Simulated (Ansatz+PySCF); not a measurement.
The numbers below are computed, except where a source is named.
A run of PySCF 2.14.0 on quartet RhO at this shape:

```yaml
atoms:
  - { symbol: Rh, position_ang: [0.0000, 0.0000, 0.0000] }
  - { symbol: O, position_ang: [0.0000, 0.0000, 1.7160] }
```

Its results:

```json
{"Converged": "yes", "Total energy": "-185.51803 hartree", "Spin squared of the determinant": "3.760", "Cycles": "13"}
```

Question: Which input gives this output? Name the method, the orbitals and the basis set, and write the input.

Answer: PBE0 (unrestricted) in def2-SVP. The basis set brings a core potential for Rh, so the total leaves out those core electrons.

```python
from pyscf import gto, dft

mol = gto.M(atom="""
Rh 0.000000 0.000000 0.000000
O 0.000000 0.000000 1.716000
""", basis='def2-svp', ecp={'Rh': 'def2-svp'}, charge=0, spin=3)
mf = dft.UKS(mol, xc='pbe0')
mf.kernel()
print(mf.converged, mf.e_tot, mf.spin_square()[0])
```

Caution: other spin multiplicities were not run.
